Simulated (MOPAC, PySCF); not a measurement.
H$_{2}$OSi, SMILES `[SiH]O` (lower singlet; H–O–Si–H torsion 180°), neutral singlet in the gas phase. This singlet lies 1.72 eV below the relaxed triplet at the level composite: frozen-core CCSD(T) with HF/cc-pVQZ and the correlation energy extrapolated as X^-3 from cc-pVTZ and cc-pVQZ, plus CCSDT(Q) minus CCSD(T) in cc-pVDZ // PBE0-D3(BJ)/def2-TZVP (Ansatz).

Z-matrix (Å, degrees):
```
O
H 1 0.9610
Si 1 1.6572 2 114.07
H 3 1.5316 1 94.48 2 179.99
```
Charge 0, spin multiplicity 1.

All levels are single points at this geometry (PBE0-D3(BJ)/def2-TZVP); Pople sets use spherical d functions. Orbital energies aren't observables, and empty levels follow the basis.

```tsv
level	HOMO (eV)	LUMO (eV)	gap (eV)	dipole (D)	vertical IE, Delta-SCF (eV)
PBE-D3(BJ)/def2-TZVP in PySCF	-5.36	-2.90	2.45	1.30	–
PBE0-D3(BJ)/def2-TZVP in PySCF	-6.47	-2.06	4.41	1.26	–
B3LYP/6-311+G** in PySCF	-6.40	-2.40	4.00	1.30	–
B3LYP/LANL2DZ in PySCF	-6.31	-2.42	3.88	1.40	–
BP86/6-31G* in PySCF	-5.33	-2.82	2.51	1.37	–
M06-2X/6-31G* in PySCF	-7.38	-0.99	6.40	1.30	–
SVWN5/6-31G* in PySCF	-5.24	-2.88	2.36	1.35	8.87
HF/6-31G* in PySCF	-8.96	1.23	10.19	1.26	8.18
HF/STO-3G in PySCF	-5.96	6.82	12.77	1.43	–
AM1 in MOPAC	-7.73	-0.61	7.12	1.41	–
PM3 in MOPAC	-7.98	-1.39	6.59	1.41	–
PM6 in MOPAC	-7.65	-1.08	6.57	1.17	–
PM7 in MOPAC	-9.36	-0.14	9.22	0.11	–
```
